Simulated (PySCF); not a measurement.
A calculated (UHF, PySCF 2.14, aug-cc-pVDZ-X2C, the spin-free X2C one-electron Hamiltonian (Gaussian nucleus)) atom or ion has these occupied shells.

```
shell  electrons  orbital energy (eV)  rms radius, mean of both spins (bohr)
   1s          2             -15292.7                                 0.0464
   2s          2              -2113.7                                  0.192
   2p          6              -1869.2                                  0.171
   3s          2              -347.33                                  0.543
   3p          6              -266.33                                  0.557
   3d         10              -131.96                                  0.577
   4s          2              -48.140                                   1.57
   4p          6              -27.518                                   1.85
```

(1) Name the element and its charge.

## Answers

(1) Rb⁺ (rubidium, charge +1), in [Kr], closed-shell 1S.
